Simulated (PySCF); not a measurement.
C3H9FOSi (SMILES CC(C)O[SiH2]F), singlet, at a GFN2-xTB geometry; CASSCF(4,5)/STO-3G (PySCF).

Here is a job for PySCF.
```python
from pyscf import gto, scf, mcscf
import numpy

mol = gto.Mole()
mol.atom = '''
    Si    1.48716328   -0.29254100    0.47693435
    F     1.92373272    1.20019383    0.04759980
    O     0.04995794   -0.66678724   -0.11977853
    C    -1.26758122   -0.22134055    0.10791692
    C    -2.20417854   -1.10216825   -0.71283655
    C    -1.41301220    1.24992452   -0.26351133
    H     1.54596036   -0.23433114    1.92992288
    H     2.34176805   -1.21822689   -0.22956070
    H    -1.49198583   -0.34943235    1.17721585
    H    -3.23832485   -0.82774741   -0.52463023
    H    -1.98879480   -0.98093913   -1.77135999
    H    -2.05906433   -2.14607663   -0.44737271
    H    -0.74452267    1.85780483    0.34058635
    H    -2.43610213    1.57804808   -0.10141981
    H    -1.15384611    1.39053351   -1.31004702
'''
mol.basis = 'sto-3g'
mol.verbose = 4
mol.build()

mf = scf.RHF(mol)
mf.kernel()
mc = mcscf.CASSCF(mf, 5, 4)
mc.fix_spin_(ss=0.0)
mc.kernel()
occ = numpy.linalg.eigvalsh(mc.fcisolver.make_rdm1(mc.ci, mc.ncas, mc.nelecas))[::-1]
ss = mc.fcisolver.spin_square(mc.ci, mc.ncas, mc.nelecas)[0]
print('natural occupations', occ.round(4), ' <S^2>', round(ss, 4))
```

Output, abridged:

```
PySCF version 2.14.0

[INPUT] verbose = 4
[INPUT] num. atoms = 15
[INPUT] num. electrons = 58
[INPUT] charge = 0
[INPUT] spin (= nelec alpha-beta = 2S) = 0
[INPUT] symmetry False subgroup None
[INPUT] Mole.unit = angstrom
[INPUT] Symbol           X                Y                Z      unit          X                Y                Z       unit  Magmom
[...]
nuclear repulsion = 327.623217622866
number of shells = 29
number of NR pGTOs = 129
number of NR cGTOs = 43
basis = sto-3g
ecp = {}

******** <class 'pyscf.scf.hf.RHF'> ********
method = RHF
initial guess = minao
damping factor = 0
level_shift factor = 0
DIIS = <class 'pyscf.scf.diis.CDIIS'>
diis_start_cycle = 1
diis_space = 8
diis_damp = 0
SCF conv_tol = 1e-09
SCF conv_tol_grad = None
SCF max_cycles = 50
direct_scf = True
direct_scf_tol = 1e-13
Set gradient conv threshold to 3.16228e-05
Initial guess from minao.
init E= -575.591982271139
[...]
cycle= 1 E= -574.864840384645  delta_E= 0.727  |g|= 0.536  |ddm|=  4.4
[...]
cycle= 2 E= -574.979755655264  delta_E= -0.115  |g|= 0.138  |ddm|= 0.995
[...]
cycle= 3 E= -574.986563804224  delta_E= -0.00681  |g|= 0.0351  |ddm|= 0.224
[...]
cycle= 4 E= -574.987270971114  delta_E= -0.000707  |g|= 0.00744  |ddm|= 0.0789
[...]
cycle= 5 E= -574.987309653622  delta_E= -3.87e-05  |g|= 0.0017  |ddm|= 0.02
[...]
cycle= 6 E= -574.987311720554  delta_E= -2.07e-06  |g|= 0.000174  |ddm|= 0.00519
[...]
cycle= 7 E= -574.987311740241  delta_E= -1.97e-08  |g|= 4.81e-05  |ddm|= 0.000448
[...]
cycle= 8 E= -574.987311741933  delta_E= -1.69e-09  |g|= 1.34e-05  |ddm|= 0.000136
[...]
cycle= 9 E= -574.987311742071  delta_E= -1.38e-10  |g|= 2.79e-06  |ddm|= 4.23e-05
[...]
Extra cycle  E= -574.987311742079  delta_E= -7.96e-12  |g|= 1.17e-06  |ddm|= 6.13e-06
converged SCF energy = -574.987311742079

******** <class 'pyscf.mcscf.mc1step.CASSCF'> ********
CAS (2e+2e, 5o), ncore = 27, nvir = 11
max_cycle_macro = 50
max_cycle_micro = 4
conv_tol = 1e-07
conv_tol_grad = None
orbital rotation max_stepsize = 0.02
orbital rotation threshold for CI restart = 0.01
augmented hessian ah_max_cycle = 30
augmented hessian ah_conv_tol = 1e-12
augmented hessian ah_linear dependence = 1e-14
augmented hessian ah_level shift = 1e-08
augmented hessian ah_start_tol = 2.5
augmented hessian ah_start_cycle = 3
augmented hessian ah_grad_trust_region = 3
kf_trust_region = 3
kf_interval = 4
ci_response_space = 4
ci_grad_trust_region = 3
with_dep4 0
natorb = False
canonicalization = True
sorting_mo_energy = False
ao2mo_level = 2
internal_rotation = False
******** <class 'pyscf.fci.addons.SpinPenaltyFCISolver'> ********
max. cycles = 50
conv_tol = 1e-08
davidson only = True
linear dependence = 1e-12
level shift = 0.001
max iter space = 12
nroots = 1
pspace_size = 400
spin = None
CASCI E = -574.990497152105  S^2 = 0.0000000
Set conv_tol_grad to 0.000316228
macro iter   1 ( 21 JK    4 micro), CASSCF E = -574.997467602899  dE = -6.97045079e-03  S^2 = 0.0000000
               |grad[o]|=0.0089  |grad[c]|=0.0646  |ddm|=0.0475  |maxRot[o]|= 0.31
macro iter   2 ( 21 JK    4 micro), CASSCF E = -575.002430596302  dE = -4.96299340e-03  S^2 = 0.0000000
               |grad[o]|=0.0131  |grad[c]|=0.138  |ddm|=0.0726  |maxRot[o]|=0.167
macro iter   3 ( 21 JK    4 micro), CASSCF E = -575.004073954977  dE = -1.64335867e-03  S^2 = 0.0000000
               |grad[o]|=0.0162  |grad[c]|=0.0271  |ddm|=0.0127  |maxRot[o]|=0.0935
macro iter   4 ( 21 JK    4 micro), CASSCF E = -575.004435388860  dE = -3.61433883e-04  S^2 = 0.0000000
               |grad[o]|=0.00933  |grad[c]|=0.0132  |ddm|=0.0113  |maxRot[o]|=0.0205
macro iter   5 ( 21 JK    4 micro), CASSCF E = -575.004522338210  dE = -8.69493495e-05  S^2 = 0.0000000
               |grad[o]|=0.00787  |grad[c]|=0.0225  |ddm|=0.0165  |maxRot[o]|=0.0477
macro iter   6 (  7 JK    2 micro), CASSCF E = -575.005445484303  dE = -9.23146094e-04  S^2 = 0.0000000
               |grad[o]|=0.00546  |grad[c]|=0.0176  |ddm|=0.0113  |maxRot[o]|=0.0691
macro iter   7 (  7 JK    2 micro), CASSCF E = -575.005788685777  dE = -3.43201474e-04  S^2 = 0.0000000
               |grad[o]|=0.00326  |grad[c]|=0.0113  |ddm|=0.00935  |maxRot[o]|=0.0521
macro iter   8 ( 18 JK    4 micro), CASSCF E = -575.005862647109  dE = -7.39613321e-05  S^2 = 0.0000000
               |grad[o]|=0.00106  |grad[c]|=0.0049  |ddm|=0.00466  |maxRot[o]|=0.107
macro iter   9 ( 21 JK    4 micro), CASSCF E = -575.005834336287  dE =  2.83108224e-05  S^2 = 0.0000000
               |grad[o]|=0.0021  |grad[c]|=0.016  |ddm|=0.0117  |maxRot[o]|=0.0188
macro iter  10 ( 21 JK    4 micro), CASSCF E = -575.006059792583  dE = -2.25456296e-04  S^2 = 0.0000000
               |grad[o]|=0.00185  |grad[c]|=0.00751  |ddm|=0.00718  |maxRot[o]|=0.0956
macro iter  11 ( 21 JK    4 micro), CASSCF E = -575.006950831067  dE = -8.91038484e-04  S^2 = 0.0000000
               |grad[o]|=0.00197  |grad[c]|=0.0245  |ddm|=0.0261  |maxRot[o]|=0.173
macro iter  12 ( 21 JK    4 micro), CASSCF E = -575.007734321046  dE = -7.83489979e-04  S^2 = 0.0000000
               |grad[o]|=0.00345  |grad[c]|=0.0435  |ddm|=0.0473  |maxRot[o]|=0.137
macro iter  13 ( 12 JK    3 micro), CASSCF E = -575.010084230692  dE = -2.34990965e-03  S^2 = 0.0000000
               |grad[o]|=0.00608  |grad[c]|= 0.03  |ddm|=0.0317  |maxRot[o]|=0.128
macro iter  14 ( 12 JK    3 micro), CASSCF E = -575.013825233568  dE = -3.74100288e-03  S^2 = 0.0000000
               |grad[o]|=0.00783  |grad[c]|=0.0369  |ddm|=0.0353  |maxRot[o]|=0.138
macro iter  15 ( 21 JK    4 micro), CASSCF E = -575.017990257118  dE = -4.16502355e-03  S^2 = 0.0000000
               |grad[o]|=0.00975  |grad[c]|=0.0184  |ddm|=0.00409  |maxRot[o]|=0.176
macro iter  16 ( 21 JK    4 micro), CASSCF E = -575.018160163538  dE = -1.69906420e-04  S^2 = 0.0000000
               |grad[o]|=0.00998  |grad[c]|=0.0411  |ddm|=0.021  |maxRot[o]|=0.0573
macro iter  17 ( 21 JK    4 micro), CASSCF E = -575.018172177764  dE = -1.20142263e-05  S^2 = 0.0000000
[...]
               |grad[o]|=0.0104  |grad[c]|=0.0361  |ddm|=0.0138  |maxRot[o]|=0.0629
macro iter  22 ( 21 JK    4 micro), CASSCF E = -575.018293575809  dE = -4.06391785e-05  S^2 = 0.0000000
               |grad[o]|=0.0105  |grad[c]|=0.0358  |ddm|=0.0136  |maxRot[o]|=0.0636
macro iter  23 ( 21 JK    4 micro), CASSCF E = -575.018341372474  dE = -4.77966647e-05  S^2 = 0.0000000
               |grad[o]|=0.0106  |grad[c]|=0.0357  |ddm|=0.0134  |maxRot[o]|=0.0602
macro iter  24 ( 21 JK    4 micro), CASSCF E = -575.018387236414  dE = -4.58639398e-05  S^2 = 0.0000000
               |grad[o]|=0.0107  |grad[c]|=0.0357  |ddm|=0.0133  |maxRot[o]|=0.0535
macro iter  25 ( 21 JK    4 micro), CASSCF E = -575.018424831669  dE = -3.75952559e-05  S^2 = 0.0000000
               |grad[o]|=0.0108  |grad[c]|=0.0357  |ddm|=0.0132  |maxRot[o]|=0.045
macro iter  26 ( 21 JK    4 micro), CASSCF E = -575.018452616062  dE = -2.77843925e-05  S^2 = 0.0000000
               |grad[o]|=0.0108  |grad[c]|=0.0358  |ddm|=0.0131  |maxRot[o]|=0.0364
macro iter  27 ( 21 JK    4 micro), CASSCF E = -575.018471715824  dE = -1.90997624e-05  S^2 = 0.0000000
               |grad[o]|=0.0108  |grad[c]|=0.0358  |ddm|=0.013  |maxRot[o]|=0.031
macro iter  28 ( 21 JK    4 micro), CASSCF E = -575.018484160817  dE = -1.24449926e-05  S^2 = 0.0000000
               |grad[o]|=0.0108  |grad[c]|=0.0359  |ddm|=0.013  |maxRot[o]|=0.0261
macro iter  29 ( 21 JK    4 micro), CASSCF E = -575.018492119401  dE = -7.95858386e-06  S^2 = 0.0000000
               |grad[o]|=0.0108  |grad[c]|=0.036  |ddm|=0.0129  |maxRot[o]|=0.0218
macro iter  30 ( 21 JK    4 micro), CASSCF E = -575.018497351653  dE = -5.23225242e-06  S^2 = 0.0000000
               |grad[o]|=0.0108  |grad[c]|=0.0361  |ddm|=0.0128  |maxRot[o]|=0.0183
macro iter  31 ( 21 JK    4 micro), CASSCF E = -575.018501060250  dE = -3.70859641e-06  S^2 = 0.0000000
               |grad[o]|=0.0108  |grad[c]|=0.0362  |ddm|=0.0127  |maxRot[o]|=0.0154
macro iter  32 ( 21 JK    4 micro), CASSCF E = -575.018503992209  dE = -2.93195899e-06  S^2 = 0.0000000
               |grad[o]|=0.0108  |grad[c]|=0.0363  |ddm|=0.0127  |maxRot[o]|=0.013
macro iter  33 ( 21 JK    4 micro), CASSCF E = -575.018506564248  dE = -2.57203953e-06  S^2 = 0.0000000
               |grad[o]|=0.0108  |grad[c]|=0.0364  |ddm|=0.0126  |maxRot[o]|=0.0111
macro iter  34 ( 21 JK    4 micro), CASSCF E = -575.018508966255  dE = -2.40200700e-06  S^2 = 0.0000000
               |grad[o]|=0.0108  |grad[c]|=0.0365  |ddm|=0.0126  |maxRot[o]|=0.00953
macro iter  35 ( 21 JK    4 micro), CASSCF E = -575.018511235854  dE = -2.26959901e-06  S^2 = 0.0000000
               |grad[o]|=0.0108  |grad[c]|=0.0365  |ddm|=0.0125  |maxRot[o]|=0.00825
macro iter  36 ( 21 JK    4 micro), CASSCF E = -575.018513308616  dE = -2.07276150e-06  S^2 = 0.0000000
               |grad[o]|=0.0108  |grad[c]|=0.0366  |ddm|=0.0125  |maxRot[o]|=0.00719
macro iter  37 ( 21 JK    4 micro), CASSCF E = -575.018515050318  dE = -1.74170202e-06  S^2 = 0.0000000
               |grad[o]|=0.0108  |grad[c]|=0.0367  |ddm|=0.0125  |maxRot[o]|=0.0063
macro iter  38 ( 21 JK    4 micro), CASSCF E = -575.018516276710  dE = -1.22639210e-06  S^2 = 0.0000000
               |grad[o]|=0.0107  |grad[c]|=0.0368  |ddm|=0.0124  |maxRot[o]|=0.00555
macro iter  39 ( 21 JK    4 micro), CASSCF E = -575.018516762803  dE = -4.86093313e-07  S^2 = 0.0000000
               |grad[o]|=0.0107  |grad[c]|=0.0369  |ddm|=0.0124  |maxRot[o]|=0.00491
macro iter  40 ( 21 JK    4 micro), CASSCF E = -575.018516241063  dE =  5.21740276e-07  S^2 = 0.0000000
               |grad[o]|=0.0107  |grad[c]|=0.037  |ddm|=0.0124  |maxRot[o]|=0.00437
macro iter  41 ( 21 JK    4 micro), CASSCF E = -575.021071589018  dE = -2.55534796e-03  S^2 = 0.0000000
               |grad[o]|=0.0107  |grad[c]|=0.00797  |ddm|=0.0033  |maxRot[o]|=0.0581
macro iter  42 ( 21 JK    4 micro), CASSCF E = -575.021632520694  dE = -5.60931676e-04  S^2 = 0.0000000
               |grad[o]|=0.00785  |grad[c]|=0.0225  |ddm|=0.00658  |maxRot[o]|=0.0244
macro iter  43 ( 21 JK    4 micro), CASSCF E = -575.021558588035  dE =  7.39326596e-05  S^2 = 0.0000000
               |grad[o]|=0.00685  |grad[c]|=0.0233  |ddm|=0.00729  |maxRot[o]|=0.0206
macro iter  44 ( 21 JK    4 micro), CASSCF E = -575.022666457093  dE = -1.10786906e-03  S^2 = 0.0000000
               |grad[o]|=0.00686  |grad[c]|=0.00774  |ddm|=0.00255  |maxRot[o]|=0.0367
macro iter  45 ( 21 JK    4 micro), CASSCF E = -575.022931348386  dE = -2.64891293e-04  S^2 = 0.0000000
               |grad[o]|=0.00485  |grad[c]|=0.00919  |ddm|=0.00305  |maxRot[o]|=0.0144
macro iter  46 ( 21 JK    4 micro), CASSCF E = -575.022944790937  dE = -1.34425514e-05  S^2 = 0.0000000
               |grad[o]|=0.00417  |grad[c]|=0.00885  |ddm|=0.00317  |maxRot[o]|=0.00465
macro iter  47 ( 21 JK    4 micro), CASSCF E = -575.022874324567  dE =  7.04663701e-05  S^2 = 0.0000000
               |grad[o]|=0.00409  |grad[c]|=0.00982  |ddm|=0.0037  |maxRot[o]|=0.00453
macro iter  48 ( 21 JK    4 micro), CASSCF E = -575.023274528022  dE = -4.00203455e-04  S^2 = 0.0000000
               |grad[o]|=0.00431  |grad[c]|=0.00756  |ddm|=0.00313  |maxRot[o]|=0.0397
macro iter  49 ( 21 JK    4 micro), CASSCF E = -575.023376636239  dE = -1.02108217e-04  S^2 = 0.0000000
               |grad[o]|=0.00323  |grad[c]|=0.00654  |ddm|=0.00307  |maxRot[o]|=0.0246
macro iter  50 ( 21 JK    4 micro), CASSCF E = -575.023373643548  dE =  2.99269107e-06  S^2 = 0.0000000
               |grad[o]|=0.00287  |grad[c]|=0.00633  |ddm|=0.00242  |maxRot[o]|=0.00582
1-step CASSCF not converged,  50 macro (1001 JK 194 micro) steps
CASSCF canonicalization
Density matrix diagonal elements [1.98328906 1.97690056 0.0131492  0.00741336 0.01924782]
CASSCF energy = -575.023373643548
CASCI E = -575.023373643548  E(CI) = -6.14792020122957  S^2 = 0.0000000
natural occupations [1.9843e+00 1.9770e+00 2.2500e-02 1.5600e-02 6.0000e-04]  <S^2> 0.0
```

Convergence was not reached.
